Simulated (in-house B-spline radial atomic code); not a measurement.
Ba3+ is squeezed into an impenetrable sphere of radius R (the orbitals vanish at R). Level of theory: Dirac-Hartree-Fock, average of configuration, Fermi nucleus of rms radius 4.8378 fm; calculated with a B-spline radial code for spherical atoms.

Energies in eV above the free ion in [Kr] 4d10 5s2 5p5:

| R (bohr) | highest level (eV) | [Kr] 4d10 5s2 5p5 | [Kr] 4d10 5s1 5p5 5f1 | [Kr] 4d10 4f1 5s1 5p5 |
| --- | --- | --- | --- | --- |
| 8.96 | -46.8 | 0 | 53.28 | 40.06 |
| 6.43 | -46.8 | 0.001934 | 55.18 | 40.06 |
| 4.65 | -46.6 | 0.3339 | 62.18 | 40.52 |
| 4.41 | -46.4 | 0.6417 | 64.35 | 40.9 |
| 3.46 | -43.8 | 7.64 | 84.09 | 48.71 |
| 3.15 | -41.1 | 16.59 | 100.4 | 58.08 |
| 2.66 | -31.5 | 55.5 | 156.6 | 97.02 |
| 2.37 | -19.1 | 113.9 | 230 | 153.6 |
| 1.91 | 28.6 | 375.4 | 524.4 | 400.8 |
| 1.29 | 319 | 2442 | 2624 | 2320 |

Task: Does [Kr] 4d10 5s1 5p5 5f1 fall below [Kr] 4d10 5s2 5p5 under compression?

Result: No, it stays above over the whole range.

Task: Does [Kr] 4d10 4f1 5s1 5p5 fall below [Kr] 4d10 5s2 5p5 under compression?

Result: Yes, between R = 1.91 and 1.29 bohr the order changes (near 1.8 bohr by linear interpolation).

The highest level is first positive in the row R = 1.91 bohr, pushed up by confinement above the zero of the free ion's potential. Each configuration is held fixed and needn't be the lowest in the sphere.
